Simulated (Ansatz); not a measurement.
dimethylacetylene (C$_{4}$H$_{6}$), singlet, geometry from GFN2-xTB. Base run: B3LYP/pcseg-1 run with Ansatz (a quantum-chemistry and plane-wave program).

The Ansatz input:
Ansatz 0.2 input:
```yaml
crystal:
  periodic: [false, false, false]
  atoms:
    - {symbol: C, position_ang: [0.00350171, 0.00681221, 2.04717461]}
    - {symbol: C, position_ang: [0.00102454, 0.00199315, 0.59897157]}
    - {symbol: C, position_ang: [-0.00102454, -0.00199315, -0.59897157]}
    - {symbol: C, position_ang: [-0.00350171, -0.00681221, -2.04717461]}
    - {symbol: H, position_ang: [-0.01660974, 1.03166869, 2.41791685]}
    - {symbol: H, position_ang: [-0.87195983, -0.52171478, 2.42454899]}
    - {symbol: H, position_ang: [0.90099445, -0.48578258, 2.42139677]}
    - {symbol: H, position_ang: [-0.02489300, 1.01555447, -2.42465823]}
    - {symbol: H, position_ang: [0.89271120, -0.50189680, -2.42117830]}
    - {symbol: H, position_ang: [-0.88024308, -0.53782899, -2.41802609]}
basis:
  gaussian:
    orbitals: pcseg-1.json
hamiltonian:
  xc: b3lyp
```
The basis file holds pcseg-1 in the JSON format of the Basis Set Exchange.

Each row names what was changed in the base input (with any setting that the change needs).

```tsv
change	basis functions	E (Eh)
base	86	-155.95310
basis = STO-3G	26	-154.07301
basis = 3-21G	48	-155.12910
basis = cc-pVDZ	86	-155.98251
basis = pc-1	86	-155.95607
basis = 6-31G**	90	-155.98620
basis = 6-311G**	108	-156.02425
basis = 6-311+G(2d,p)	144	-156.03016
basis = def2-TZVP	160	-156.04304
basis = def2-TZVPD	202	-156.04344
basis = cc-pVTZ	204	-156.04117
basis = def2-TZVPP	208	-156.04536
basis = aug-cc-pVTZ	322	-156.04257
```

Totals compare only among sets that treat the same electrons; sets with core potentials leave the core out.
